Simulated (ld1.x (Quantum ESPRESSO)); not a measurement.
# Transferability test, ultrasoft potential for carbon (C)

| Property | Result |
| --- | --- |
| Element | carbon (C) |
| Generator | ld1.x (Quantum ESPRESSO) 7.5 |
| Type | ultrasoft |
| Functional | PBEsol |
| Relativity | scalar-relativistic |
| Frozen core | [He] |
| Valence charge | 4 |
| Reference configuration | 2s2 2p2 |
| Partial waves | 2s (bound): rcut 1.50, rcutus 1.84 bohr; 2s channel at -0.5 Ry: rcut 1.50, rcutus 1.84 bohr; 2p (bound): rcut 2.60, rcutus 2.94 bohr; 2p channel at 0.3 Ry: rcut 2.60, rcutus 2.94 bohr |
| Local potential | all-electron potential smoothed inside 1.70 bohr (lloc = -1) |
| Core correction | none |
| Augmentation charge | PSQ, inside the norm-conserving radii |

Energies are relative to the spin-unpolarised reference configuration 2s2 2p2; without spin polarisation the order of configurations can differ from experiment.

Task: Give the all-electron excitation energy and the error of the potential for: 2s2 2p1; 2s2 2p0; 2s1 2p0; 2s0 2p4; 2s1 2p3; 2s2 2p1.5; 2s2 2p2.3.

Result:

```csv
valence configuration,charge,ΔE all-electron (eV),error AE − PS (meV)
2s2 2p1,+1,10.789,+16
2s2 2p0,+2,34.807,+356
2s1 2p0,+3,82.771,+693
2s0 2p4,0,16.873,-22
2s1 2p3,0,8.427,-5.6
2s2 2p1.5,+0.5,3.933,+2.7
2s2 2p2.3,-0.3,-1.144,+1.6
```

Levels in the configuration 2s2 2p1:

| level | all-electron (eV) | pseudo (eV) |
| --- | --- | --- |
| 2s | -25.620 | -25.672 |
| 2p | -16.907 | -16.847 |

ld1.x printed “convergence not achieved” for 2 of the counted tests; their residual had stalled under 1e-8, short of the target of 1e-14.
